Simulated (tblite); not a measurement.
Compound: C₂H₈GeOSi.
Atom-mapped SMILES: `[GeH3:1][O:2][C@H:3]1[CH2:4][SiH2:5]1` (hydrogens: H6, H7, H8 on Ge1; H9 on C3; H10, H11 on C4; H12, H13 on Si5)

Computed with GFN2-xTB (tblite), gas phase: L-BFGS steps from a force-field or distance-geometry start until the largest atomic force falls under 0.01 eV/Å.

At the end of the run (lengths in Å): Ge1–H7 1.488, Ge1–O2 1.747, C4–H11 1.083, C4–Si5 1.883, Ge1–H8 1.505, Ge1–H6 1.505, C3–C4 1.531, Ge1–O2–C3 127.0°, O2–C3–Si5 117.4°, O2–C3–C4 117.4°, C3–C4–Si5 66.4°, Ge1–O2–C3–C4 64°, O2–C3–C4–Si5 110°, O2–C3–Si5–C4 -110°, H9–C3–O2–Ge1 -73°, H6–Ge1–O2–C3 -60°.

**Question.** These geometries were met on the way; a selection of coordinates is given. Order them by energy above the end point, lowest first.
A. Ge1–H7 1.506, Ge1–O2 1.772, C4–H11 1.069, C4–Si5 1.901, Ge1–H8 1.548, Ge1–H6 1.528, C3–C4 1.528, Ge1–O2–C3 107.6°, O2–C3–Si5 112.9°, O2–C3–C4 118.6°, C3–C4–Si5 65.3°, Ge1–O2–C3–C4 151°, O2–C3–C4–Si5 104°, O2–C3–Si5–C4 -113°, H9–C3–O2–Ge1 4°, H6–Ge1–O2–C3 -85°
B. Ge1–H7 1.493, Ge1–O2 1.744, C4–H11 1.085, C4–Si5 1.884, Ge1–H8 1.499, Ge1–H6 1.502, C3–C4 1.533, Ge1–O2–C3 121.5°, O2–C3–Si5 120.2°, O2–C3–C4 118.3°, C3–C4–Si5 65.7°, Ge1–O2–C3–C4 150°, O2–C3–C4–Si5 113°, O2–C3–Si5–C4 -110°, H9–C3–O2–Ge1 15°, H6–Ge1–O2–C3 -88°
C. Ge1–H7 1.553, Ge1–O2 1.803, C4–H11 1.131, C4–Si5 1.838, Ge1–H8 1.543, Ge1–H6 1.543, C3–C4 1.497, Ge1–O2–C3 105.4°, O2–C3–Si5 111.3°, O2–C3–C4 120.5°, C3–C4–Si5 67.7°, Ge1–O2–C3–C4 153°, O2–C3–C4–Si5 101°, O2–C3–Si5–C4 -115°, H9–C3–O2–Ge1 0°, H6–Ge1–O2–C3 -84°
D. Ge1–H7 1.493, Ge1–O2 1.735, C4–H11 1.081, C4–Si5 1.883, Ge1–H8 1.504, Ge1–H6 1.509, C3–C4 1.528, Ge1–O2–C3 128.9°, O2–C3–Si5 117.7°, O2–C3–C4 114.6°, C3–C4–Si5 66.4°, Ge1–O2–C3–C4 146°, O2–C3–C4–Si5 111°, O2–C3–Si5–C4 -106°, H9–C3–O2–Ge1 10°, H6–Ge1–O2–C3 -81°
E. Ge1–H7 1.495, Ge1–O2 1.752, C4–H11 1.082, C4–Si5 1.885, Ge1–H8 1.484, Ge1–H6 1.490, C3–C4 1.525, Ge1–O2–C3 113.7°, O2–C3–Si5 118.2°, O2–C3–C4 118.5°, C3–C4–Si5 66.2°, Ge1–O2–C3–C4 151°, O2–C3–C4–Si5 110°, O2–C3–Si5–C4 -111°, H9–C3–O2–Ge1 15°, H6–Ge1–O2–C3 -87°

**Answer.** D (0.082 eV), B (0.133 eV), E (0.223 eV), A (0.387 eV), C (0.625 eV).

```json
{"step": "34", "E above end (eV)": "0.082", "rms distance from the end, all atoms (Å)": "0.785", "largest force (eV/Å)": "0.123", "rms shift of all bonds from the end (Å)": "0.004"}
{"step": "15", "E above end (eV)": "0.133", "rms distance from the end, all atoms (Å)": "0.830", "largest force (eV/Å)": "0.302", "rms shift of all bonds from the end (Å)": "0.006"}
{"step": "7", "E above end (eV)": "0.223", "rms distance from the end, all atoms (Å)": "0.852", "largest force (eV/Å)": "0.356", "rms shift of all bonds from the end (Å)": "0.008"}
{"step": "2", "E above end (eV)": "0.387", "rms distance from the end, all atoms (Å)": "0.869", "largest force (eV/Å)": "0.747", "rms shift of all bonds from the end (Å)": "0.019"}
{"step": "0", "E above end (eV)": "0.625", "rms distance from the end, all atoms (Å)": "0.875", "largest force (eV/Å)": "2.573", "rms shift of all bonds from the end (Å)": "0.037"}
```

Rows stand in the order of the answer.
